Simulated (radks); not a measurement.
The numbers below are computed, except where a source is named.
Q: The mean radii <r> (bohr) of the occupied orbitals of an atom or ion are listed with their occupations. Code: a radial shooting solver on a logarithmic mesh with Libxc functionals. Model: Dirac Kohn-Sham, exchange-only PBE, spin-unpolarised, spherical densities, finite nucleus; Fermi nuclear charge, rms radius of each element as measured or else 0.836 A^(1/3) + 0.57 fm.

orbital  occ.      <r>
1s1/2       2  0.05845
2s1/2       2   0.2668
2p1/2       2   0.2334
2p3/2       4   0.2365
3s1/2       2   0.8112
3p1/2       2   0.8518
3p3/2       4   0.8612
3d3/2       4    1.089
3d5/2       2    1.095

Name the element and its charge. Open shells, if any, fill j = l - 1/2 first.

A: Z = 26, iron, charge +2: Fe2+ in [Ar] 3d6. The 1s radius gives Z: for a bare nucleus <r> = (2 gamma + 1)/(2Z) with gamma = sqrt(1 - (Z/c)^2), 0.05699 bohr for Z = 26, and screening makes it slightly larger (0.05845 here). The occupations add up to 24, and the charge is Z minus that.
